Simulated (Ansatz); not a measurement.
Geometry optimisation, RKS PBE0-D4/6-31G* in Ansatz.

input.yaml

```yaml
crystal:
  periodic: [false, false, false]
  atoms:
    - { symbol: B, position_ang: [0.062765, 0.436376, -0.441615] }
    - { symbol: Cl, position_ang: [0.164755, -0.034732, 2.589572] }
    - { symbol: "N", position_ang: [1.326782, 0.04913, -0.875288] }
    - { symbol: H, position_ang: [1.520779, -0.88824, -1.187783] }
    - { symbol: H, position_ang: [2.137635, 0.647509, -0.818188] }
    - { symbol: H, position_ang: [-0.878453, -0.298887, -0.502372] }
    - { symbol: F, position_ang: [-0.121058, 1.684893, 0.00611] }
    - { symbol: H, position_ang: [-0.169805, 1.132651, 2.050264] }
basis:
  gaussian: { orbitals: "6-31G*" }
hamiltonian:
  xc: pbe0
  dispersion: d4
relax:
  f_tol: 0.03
  max_steps: 50
```

Launched with:

```bash
$ ansatz run input.yaml --threads 1 --pin off --max-ram 2048MiB --backend cpu --events-out ev --progress --plain --runs-dir out
```

Problem. Where does it end, and by what steps?

Solution. The run converged. After 12 steps the energy has fallen by 0.144 eV; Cl2 moved furthest, 1.08 Å.

| step | energy less start (eV) | largest force component (eV/Å) | accepted |
| --- | --- | --- | --- |
| 0 | 0.0000 | 1.073 | yes |
| 1 | -0.0502 | 0.883 | yes |
| 2 | -0.0755 | 0.564 | yes |
| 3 | -0.1053 | 0.294 | yes |
| 4 | -0.1119 | 0.595 | yes |
| 5 | -0.1243 | 0.418 | yes |
| 6 | -0.1343 | 0.308 | yes |
| 7 | -0.1349 | 0.240 | yes |
| 8 | -0.1397 | 0.075 | yes |
| 9 | -0.1413 | 0.145 | yes |
| 10 | -0.1416 | 0.214 | yes |
| 11 | -0.1435 | 0.080 | yes |
| 12 | -0.1439 | 0.017 | yes |

```xyz
8
Properties=species:S:1:pos:R:3
B 0.075 0.304 -0.604
Cl -0.009 0.608 3.440
N 1.356 0.032 -1.063
H 1.543 -0.681 -1.749
H 2.176 0.522 -0.735
H -0.889 -0.284 -0.992
F -0.092 1.278 0.324
H -0.118 0.950 2.201
```

Whether the end is a true minimum wasn't checked by a vibrational analysis.

The run took 45 s on 1 thread of Arm Neoverse V1 (shared host), peak memory 0.16 GiB.
